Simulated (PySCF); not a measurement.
C6H8F2O3.
Atom-mapped SMILES: `[O:1]=[C:2]1[CH2:3][CH2:4][CH2:5][C@@H:6]([O:7][CH:8]([F:9])[F:10])[O:11]1`

NICS is the negative of the GIAO shielding at a point without a nucleus: at the ring centre (0) and 1 Å above and below it (1); zz is the component along the ring normal. Level: GIAO PBE0/pcSseg-1 (PySCF, non-relativistic, gas phase) on the GFN2-xTB geometry, one conformer.

Ring bond lengths (Å), with Mayer bond orders in brackets: C2–C3 1.510 (0.99), C3–C4 1.524 (1.02), C4–C5 1.524 (1.01), C5–C6 1.521 (1.04), C6–O11 1.405 (0.90), O11–C2 1.362 (1.00).

**Question.** Give the NICS values of each ring in ppm.

**Answer.** 
```tsv
ring	type	NICS(0)	NICS(1), two faces	NICS(1)zz, two faces	rms pucker (Å)	centre to ring atoms, mean (Å)
C2–C3–C4–C5–C6–O11	6-membered ring with O; formal bonds all single	-1.0	-1.4 / -2.0	2.5 / 1.1	0.20	1.44
```

**Question.** What can be read from them?

**Answer.** 
- C2–C3–C4–C5–C6–O11: mean NICS(1)zz 1.8 ppm, near zero. C3, C4, C5, C6 have four or more neighbours, and the NICS criterion for π rings isn't applied.

**Question.** At the second NICS(1) probe listed for ring C2–C3–C4–C5–C6–O11, 1 Å off the ring, what do the in-plane components average?

**Answer.** The isotropic value is a third of the trace: (3 × -2.0 − (1.1))/2 = -3.5 ppm.

**Question.** Give the inner angles of the rings and the Hirshfeld charges of the ring atoms.

**Answer.** 
- C2–C3–C4–C5–C6–O11: C2 118.7° (+0.213 e), C3 114.5° (-0.071 e), C4 108.7° (-0.071 e), C5 107.9° (-0.076 e), C6 114.0° (+0.121 e), O11 122.8° (-0.111 e); sum 686.7° against 720° for a flat convex ring.

**Question.** What are the shieldings of the ring atoms and their hydrogens in the same run (means over atoms taken as equivalent)?

**Answer.** 
```
  atoms                     environment  σ isotropic (ppm)  principal values of the symmetric part, first atom (ppm)
     C2           ester carbonyl carbon               15.8                                         -93.8, 63.4, 77.9
     C3   sp3 carbon next to a carbonyl              153.0                                       140.7, 152.2, 166.2
     C4                 ring CH2 carbon              168.3                                       159.8, 169.3, 175.7
     C5                 ring CH2 carbon              156.0                                       144.6, 154.6, 168.7
     C6  sp3 carbon bearing two oxygens               88.9                                         68.4, 89.3, 108.9
    O11      ester single-bonded oxygen               97.3                                       -87.0, 141.3, 237.8
H on C3              methylene hydrogen              28.98                                          24.5, 27.6, 34.8
H on C3              methylene hydrogen              29.23                                          25.4, 27.7, 34.5
H on C4              methylene hydrogen              29.26                                          25.1, 28.8, 33.9
H on C4              methylene hydrogen              30.09                                          24.8, 27.8, 37.6
H on C5              methylene hydrogen              29.74                                          25.9, 27.7, 35.6
H on C5              methylene hydrogen              30.01                                          26.1, 27.9, 36.1
H on C6                methine hydrogen              25.79                                          22.7, 25.5, 29.1
```

Hardware: an Arm Neoverse V1 with one thread (shared host). Cost: 45 s wall, 1.0 GiB resident at most. This is the whole shielding run at PBE0/pcSseg-1, SCF included.
